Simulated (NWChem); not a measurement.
System: CH₄OSe; SMILES CO[SeH]

NWChem printed, in part:

```
             Northwest Computational Chemistry Package (NWChem) 7.3.0
             --------------------------------------------------------

 C1  symmetry detected

                             Geometry "geometry" -> ""
                             -------------------------

 Output coordinates in angstroms (scale by  1.889725989 to convert to a.u.)

  No.       Tag          Charge          X              Y              Z
 ---- ---------------- ---------- -------------- -------------- --------------
    1 Se                  34.0000    -0.02145463    -0.74340677     0.03621872
    2 H                    1.0000    -0.44208758    -0.82648067    -1.38344945
    3 O                    8.0000     0.62283336     0.94308469    -0.03155486
    4 C                    6.0000    -0.34167299     1.96319144     0.03926623
    5 H                    1.0000    -0.98275648     1.88073938     0.93482001
    6 H                    1.0000     0.21544515     2.91206361     0.08790814
    7 H                    1.0000    -0.99377268     1.98568152    -0.85387382

 Effective nuclear repulsion energy (a.u.)     185.3041891532

                                 NWChem DFT Module
                                 -----------------

 Summary of "ao basis" -> "ao basis" (spherical)
 ------------------------------------------------------------------------------
       Tag                 Description            Shells   Functions and Types
 ---------------- ------------------------------  ------  ---------------------
 Se                          6-31g*                 12       32   5s4p3d
 H                           6-31g*                  2        2   2s
 O                           6-31g*                  6       14   3s2p1d
 C                           6-31g*                  6       14   3s2p1d

            General Information
            -------------------
          SCF calculation type: DFT
          Wavefunction type:  closed shell.
          No. of atoms     :     7
          No. of electrons :    52
           Alpha electrons :    26
            Beta electrons :    26
          Charge           :     0
          Spin multiplicity:     1
          Use of symmetry is: off; symmetry adaption is: off
          Maximum number of iterations: 150
          AO basis - number of functions:    68
                     number of shells:    32
          Convergence on energy requested:  1.00D-06
          Convergence on density requested:  1.00D-05
          Convergence on gradient requested:  5.00D-04

              XC Information
              --------------
                         PBE0 Method XC Functional
                     Hartree-Fock (Exact) Exchange  0.250
          PerdewBurkeErnzerhof Exchange Functional  0.750
            Perdew 1991 LDA Correlation Functional  1.000 local
           PerdewBurkeErnz. Correlation Functional  1.000 non-local

             Grid Information
             ----------------
          Grid used for XC integration:  medium
          Radial quadrature: Mura-Knowles
          Angular quadrature: Lebedev.
          Tag              B.-S. Rad. Rad. Pts. Rad. Cut. Ang. Pts.
          ---              ---------- --------- --------- ---------
          Se                  1.15      112          10.0       590
          H                   0.35       45          11.0       434
          O                   0.60       49           7.0       434
          C                   0.70       49           9.0       434
          Grid pruning is: on
          Number of quadrature shells:   390
          Spatial weights used:  Erf1

      Superposition of Atomic Density Guess
      -------------------------------------

 Sum of atomic energies:       -2513.91287981

      Non-variational initial energy
      ------------------------------

 Total energy =   -2514.945446
 1-e energy   =   -3867.124662
 2-e energy   =    1166.875027
 HOMO         =      -0.256359
 LUMO         =      -0.037252

     ---------------------------------------------
      Total Density - Mulliken Population Analysis
     ---------------------------------------------

    Atom       Charge   Shell Charges
 -----------   ------   -------------------------------------------------------
    1 Se  34    33.83   2.00  2.00  6.00  2.00  5.99  1.50  2.83  0.36  1.06  6.94  2.94  0.19
    2 H    1     0.81   0.39  0.42
    3 O    8     8.70   2.00  0.93  2.94  0.92  1.89  0.02
    4 C    6     6.23   2.00  0.70  1.84  0.63  1.00  0.06
    5 H    1     0.81   0.48  0.33
    6 H    1     0.81   0.48  0.33
    7 H    1     0.82   0.48  0.34

   convergence    iter        energy       DeltaE   RMS-Dens  Diis-err
 ---------------- ----- ----------------- --------- --------- ---------
 d= 0,ls=0.0,diis     1  -2516.4802338422 -2.70D+03  1.24D-02  3.62D-01
 d= 0,ls=0.0,diis     2  -2516.4851057908 -4.87D-03  7.07D-03  3.65D-01
 d= 0,ls=0.0,diis     3  -2516.5176720937 -3.26D-02  2.29D-03  6.78D-02
 d= 0,ls=0.0,diis     4  -2516.5237492616 -6.08D-03  5.83D-04  2.72D-03
 d= 0,ls=0.0,diis     5  -2516.5240590362 -3.10D-04  1.66D-04  2.14D-04
  Resetting Diis
 d= 0,ls=0.0,diis     6  -2516.5240868477 -2.78D-05  2.31D-05  4.29D-06
 d= 0,ls=0.0,diis     7  -2516.5240873611 -5.13D-07  5.46D-06  2.19D-07

         Total DFT energy =    -2516.524087361147
      One electron energy =    -3868.845275345848
           Coulomb energy =     1269.240841101806
    Exchange-Corr. energy =     -102.223842270278
 Nuclear repulsion energy =      185.304189153173

 Numeric. integr. density =       51.999992673233

                       DFT Final Molecular Orbital Analysis
                       ------------------------------------

 Vector   24  Occ=2.000000D+00  E=-3.424242D-01
              MO Center=  2.0D-01,  1.1D+00,  1.6D-02, r^2= 2.8D+00
   Bfn.  Coefficient  Atom+Function         Bfn.  Coefficient  Atom+Function
  ----- ------------  ---------------      ----- ------------  ---------------
    12      0.366553  1 Se py                37     -0.364469  3 O  px
    41     -0.270991  3 O  px                51      0.232428  4 C  px
    38     -0.194964  3 O  py                65      0.190724  6 H  s
    66      0.187916  6 H  s                  8     -0.160414  1 Se py
    40     -0.148235  3 O  s                 42     -0.140507  3 O  py

 Vector   25  Occ=2.000000D+00  E=-2.926414D-01
              MO Center=  1.9D-01,  8.1D-01, -9.8D-02, r^2= 2.2D+00
   Bfn.  Coefficient  Atom+Function         Bfn.  Coefficient  Atom+Function
  ----- ------------  ---------------      ----- ------------  ---------------
    39      0.536898  3 O  pz                43      0.417824  3 O  pz
    34      0.209118  2 H  s                 68      0.186328  7 H  s
    53     -0.171141  4 C  pz                64     -0.164081  5 H  s
    67      0.140763  7 H  s                 10      0.138865  1 Se s
    13     -0.137003  1 Se pz                63     -0.134313  5 H  s

 Vector   26  Occ=2.000000D+00  E=-2.447063D-01
              MO Center= -1.7D-02, -5.7D-01,  2.1D-02, r^2= 2.1D+00
   Bfn.  Coefficient  Atom+Function         Bfn.  Coefficient  Atom+Function
  ----- ------------  ---------------      ----- ------------  ---------------
    11      0.682433  1 Se px                15      0.329309  1 Se px
     7     -0.287438  1 Se px                13     -0.202063  1 Se pz
    12     -0.196343  1 Se py                37     -0.174822  3 O  px
    41     -0.135663  3 O  px                16     -0.131687  1 Se py
    39      0.115877  3 O  pz                40     -0.095980  3 O  s

 Vector   27  Occ=0.000000D+00  E=-3.593605D-02
              MO Center=  3.6D-02, -4.7D-01,  6.6D-02, r^2= 3.0D+00
   Bfn.  Coefficient  Atom+Function         Bfn.  Coefficient  Atom+Function
  ----- ------------  ---------------      ----- ------------  ---------------
    16      0.612147  1 Se py                40     -0.537160  3 O  s
    12      0.509271  1 Se py                42      0.288069  3 O  py
    38      0.273531  3 O  py                15      0.257030  1 Se px
    11      0.230300  1 Se px                34      0.221678  2 H  s
     8     -0.208360  1 Se py                37      0.178550  3 O  px

 Vector   28  Occ=0.000000D+00  E= 4.555185D-02
              MO Center= -1.6D-01, -7.1D-01, -4.3D-01, r^2= 3.0D+00
   Bfn.  Coefficient  Atom+Function         Bfn.  Coefficient  Atom+Function
  ----- ------------  ---------------      ----- ------------  ---------------
    34      1.305363  2 H  s                 17      0.777245  1 Se pz
    10      0.556668  1 Se s                 13      0.548579  1 Se pz
    14     -0.395517  1 Se s                 33      0.214030  2 H  s
     9     -0.197987  1 Se pz                40      0.184442  3 O  s
    16     -0.168802  1 Se py                64      0.158319  5 H  s

 Vector   29  Occ=0.000000D+00  E= 1.277630D-01
              MO Center= -5.2D-01,  2.1D+00, -7.8D-02, r^2= 4.1D+00
   Bfn.  Coefficient  Atom+Function         Bfn.  Coefficient  Atom+Function
  ----- ------------  ---------------      ----- ------------  ---------------
    54      2.082119  4 C  s                 66     -1.164392  6 H  s
    68     -1.114494  7 H  s                 64     -0.905933  5 H  s
    14     -0.509381  1 Se s                 56      0.495854  4 C  py
    10     -0.351304  1 Se s                 55     -0.335591  4 C  px
    34      0.249506  2 H  s                 17      0.200398  1 Se pz

     ---------------------------------------------
      Total Density - Mulliken Population Analysis
     ---------------------------------------------

[...]
```

Level: PBE0/6-31G* (spherical d). Structure relaxed at the PBE0/def2-SVP level.

**Question.** Which NWChem input produces such a log?

**Answer.** One answer among several that fit: the input that was run:
```
start job
memory heap 200 mb stack 900 mb global 1100 mb
geometry units angstroms noautoz
  Se    -0.013161    -0.726063     0.053273
  H     -0.431216    -0.820654    -1.366436
  O      0.641061     0.955922    -0.029635
  C     -0.317651     1.982243     0.029037
  H     -0.961127     1.912313     0.923940
  H      0.244866     2.928306     0.069589
  H     -0.967687     1.999726    -0.865718
end
basis spherical
  Se library 6-31g*
  H library 6-31g*
  O library 6-31g*
  C library 6-31g*
end
dft
  xc pbe0
  iterations 150
  mulliken
end
task dft energy
```
